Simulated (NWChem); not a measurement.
# Basis-set convergence for silicon dioxide molecule (O$_{2}$Si)

SMILES: O=[Si]=O
```xyz
3

O      0.0000     0.0000    -1.5406
Si     0.0000     0.0000     0.0000
O      0.0000     0.0000     1.5406
```
Charge 0, spin multiplicity 1.

Program: NWChem. The geometry was optimised at PBE/def2-SVP, a minimum by its harmonic frequencies.

Quantity: first vertical ionisation energy at the level G0W0@PBE.

GW and range-separated runs recompute their integrals, the others keep them in memory, which bears on the times.

Relative cost: rough, from shared machines, SCF included, def2-TZVP = 1.

```csv
basis,functions,first vertical ionisation energy (eV),relative cost
def2-TZVP,99,11.52,1
def2-TZVPP,104,11.52,under 3
def2-TZVPD,123,11.53,under 3
def2-QZVP,184,11.73,8
```

Smallest basis within 0.1 eV of def2-QZVP, the largest set run: no smaller one. def2-QZVP isn't the basis-set limit itself, and a small set can land close by cancellation.
